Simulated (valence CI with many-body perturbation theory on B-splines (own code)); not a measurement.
Values are calculated unless marked as measured or tabulated.
# Hyperfine factors and g values of Zr²⁵⁺

Level of theory: relativistic CI+MBPT: five valence electrons over a frozen Dirac-Fock core [Ne], a basis of 9 s, 9 p, 8 d, 6 f, 3 g, 1 h functions for each j, with the one-electron correlation potential Σ1, the two-electron term Σ2, the three-electron term Σ3, Breit, model QED; selected CI, second order for the rest (own B-spline code, finite nucleus).

No measured levels were compared; by estimate levels of excited configurations hold to 0.05 to 0.15 % of their energy, terms of the ground configuration to about 0.5 %. Among the levels kept, up to 510 cm⁻¹ of a level comes from second order outside the variational space, and about a tenth of that is noise between levels of different J, which matters for small intervals.

A/g_I is the dipole constant over the nuclear g factor μ/I (μ in nuclear magnetons, uniformly magnetised nucleus), B/Q the quadrupole constant per barn. Both hold the static response of the core; the bare values leave it out. Large factors of s and p1/2 electrons are usually good to 5 to 10 %; those of open d and f shells near neutrality can be off by tens of per cent, and small factors of p3/2, d and f electrons come from cancelling terms and can be off by a factor of two or in sign, in half-filled shells by more. B is blank for J = 1/2, where it vanishes, and for nearly pure S terms. Energies count from the lowest level.

Names give the largest LS component (configuration and term), which can be under half, so a name can repeat, a term be missing and a line seem to break the LS rules; names also repeat where a configuration has a term twice. Letters in brackets count levels of one name in rising energy.

| Level | E (cm⁻¹) | g | A/g_I (MHz) | A/g_I bare | B/Q (MHz/b) | B/Q bare |
| --- | --- | --- | --- | --- | --- | --- |
| 3s²3p³ ⁴S°_3/2 | 0 | 1.603 | 17000 | 17400 | 24800 | 24200 |
| 3s²3p³ ²D°_3/2 | 123210 | 1.275 | 7460 | 7780 | 23600 | 23000 |
| 3s²3p³ ²D°_5/2 | 162570 | 1.197 | 45400 | 44400 | -193 | -186 |
| 3s²3p³ ²P°_1/2 | 216160 | 0.662 | 132000 | 127000 |  |  |
| 3s²3p³ ²P°_3/2 | 334310 | 1.249 | 25100 | 24800 | -48600 | -47300 |
| 3s3p⁴ ⁴P_5/2 | 645060 | 1.547 | 93400 | 91100 | 24500 | 23900 |
| 3s3p⁴ ⁴P_3/2 [a] | 720560 | 1.469 | 18600 | 19300 | -30600 | -29700 |
| 3s3p⁴ ⁴P_1/2 | 738030 | 2.498 | 268000 | 260000 |  |  |
| 3s3p⁴ ⁴P_3/2 [b] | 800950 | 1.093 | 40100 | 39300 | -22200 | -21500 |
| 3s3p⁴ ²D_5/2 | 852620 | 1.229 | 94800 | 91900 | -60900 | -59200 |
| 3s²3p²3d ⁴F_3/2 | 854070 | 0.730 | -378 | 68.1 | -7650 | -7150 |
| 3s²3p²3d ⁴F_5/2 | 883600 | 1.163 | 14200 | 14400 | 14700 | 14900 |
| 3s²3p²3d ²P_3/2 [a] | 902240 | 1.088 | 19900 | 20100 | -9910 | -9580 |
| 3s²3p²3d ²P_1/2 [a] | 909840 | 0.931 | 51100 | 50000 |  |  |
| 3s²3p²3d ²F_5/2 | 936680 | 0.937 | 35600 | 34900 | -15100 | -14400 |
| 3s²3p²3d ⁴F_7/2 | 958290 | 1.199 | 17900 | 18000 | 10000 | 10300 |
| 3s²3p²3d ⁴D_1/2 | 970050 | 0.632 | 79600 | 76800 |  |  |
| 3s²3p²3d ²F_7/2 [a] | 970680 | 1.258 | 11100 | 11500 | 39300 | 38700 |
| 3s²3p²3d ⁴D_3/2 | 988570 | 1.123 | 7600 | 8190 | -18800 | -18300 |
| 3s²3p²3d ⁴F_9/2 | 1001900 | 1.261 | 22200 | 22200 | 4730 | 5330 |
| 3s²3p²3d ⁴D_5/2 | 1017400 | 1.205 | 22400 | 22400 | -18800 | -18000 |
| 3s²3p²3d ²P_1/2 [b] | 1062500 | 1.268 | 173000 | 167000 |  |  |
| 3s²3p²3d ²G_7/2 | 1075900 | 1.047 | 26200 | 25900 | 40100 | 39600 |
| 3s3p⁴ ²P_3/2 | 1078100 | 1.176 | -9990 | -8760 | 14100 | 13900 |
| 3s²3p²3d ⁴P_5/2 | 1086000 | 1.457 | 15500 | 16100 | 2140 | 2040 |
| 3s²3p²3d ⁴P_3/2 | 1105300 | 1.518 | 28400 | 28600 | -9940 | -9920 |
| 3s²3p²3d ⁴P_1/2 | 1109600 | 2.115 | 99600 | 97200 |  |  |
| 3s²3p²3d ²F_7/2 [b] | 1133500 | 1.202 | 14100 | 14300 | 17600 | 17500 |
| 3s²3p²3d ²D_3/2 [a] | 1137000 | 0.926 | 27600 | 27200 | 15900 | 15600 |
| 3s²3p²3d ²G_9/2 | 1158200 | 1.179 | 15800 | 15900 | 56800 | 56000 |
| 3s²3p²3d ²D_5/2 [a] | 1163200 | 1.084 | 7700 | 8000 | 30700 | 30400 |
| 3s3p⁴ ²P_1/2 | 1198300 | 1.122 | -6640 | -6020 |  |  |
| 3s²3p²3d ²P_1/2 [c] | 1207200 | 0.980 | -7340 | -7110 |  |  |
| 3s²3p²3d ²D_3/2 [b] | 1224800 | 1.042 | 16100 | 16100 | -14900 | -14700 |
| 3s²3p²3d ²D_5/2 [b] | 1227400 | 1.162 | 31600 | 31200 | -19600 | -19100 |
| 3s²3p²3d ²F_7/2 [c] | 1264600 | 1.124 | 20800 | 20800 | -3750 | -3100 |
| 3s²3p²3d ²D_5/2 [c] | 1266000 | 1.203 | 9000 | 9440 | 57800 | 56800 |
| 3s²3p²3d ²P_3/2 [b] | 1295500 | 1.171 | 12100 | 12700 | -5450 | -5150 |
| 3s²3p²3d ²S_1/2 | 1321200 | 1.770 | 142000 | 138000 |  |  |
| 3s²3p²3d ²D_3/2 [c] | 1346100 | 0.901 | 12300 | 12400 | 13100 | 13000 |

Problem. Take the isotope of mass number 91, with I = 5/2, μ = -1.3022 μN and Q = -0.176 b. What is the hyperfine structure of 3s²3p³ ²P°_3/2?

Solution. From the table A = -13100 MHz, B = 8550 MHz. Shifts from the centre of gravity in MHz: F = 1: 74800, F = 2: 41700, F = 3: -1430, F = 4: -47000.
